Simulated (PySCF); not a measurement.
A structure optimised at PBE-D3(BJ)/def2-SVP, used in a PySCF frequency run:

```xyz
11

C     -2.8777     0.5108    -1.0691
C     -1.7699    -0.0713    -0.5759
O     -0.8173     0.6166     0.1155
Ge     0.7618    -0.1619     0.5608
O      1.8072    -0.3104    -0.8860
H     -3.0555     1.5893    -0.9450
H     -3.6223    -0.0971    -1.6002
H     -1.5934    -1.1591    -0.7049
H      0.5139    -1.6248     0.9886
H      1.3271     0.8193     1.6115
H      2.0177     0.5656    -1.2610
```

Question: Write its SMILES and formula.

Answer: C=C[O][GeH2][OH], C₂H₆GeO₂

Question: What are its rotational constants (standard atomic weights)?

Answer: 8.6735, 1.6313, 1.4771 GHz
